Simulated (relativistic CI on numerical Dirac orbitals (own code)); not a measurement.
# Spin-allowed bands of a d7 ion in a tetrahedral site, by hand

Problem. A d7 ion in a tetrahedral site has a 4A2 ground term and spin-allowed bands at ν1 = 7300 and ν2 = 12084 cm⁻¹ (from a computed ligand-field model). Find Δ and the Racah parameter B, and predict the third band.

Working.
1. The F term splits into A2 (−1.2Δ), T2 (−0.2Δ) and T1 (+0.6Δ), so ν1 = E(T2) − E(A2) = Δ = 7300 cm⁻¹.
2. T1(F) mixes with T1(P), which lies at 15B, through an element 0.4Δ. The two roots, counted from A2, are ν2,3 = ½(15B + 3Δ) ∓ ½√[(15B − Δ)² + 12BΔ].
3. Solving the lower root for B gives B = (2ν1² + ν2² − 3ν1ν2)/(15ν2 − 27ν1) = -12036544/-15840 = 760 cm⁻¹.
4. The sum of the roots is 15B + 3Δ, so ν3 = 15B + 3ν1 − ν2 = 21214 cm⁻¹ (471 nm).

Check. The bands were computed by exact diagonalisation of the d7 shell with B = 760 and Δ = 7300 cm⁻¹, which gives ν3 = 21216 cm⁻¹. C does not enter the terms of highest spin.
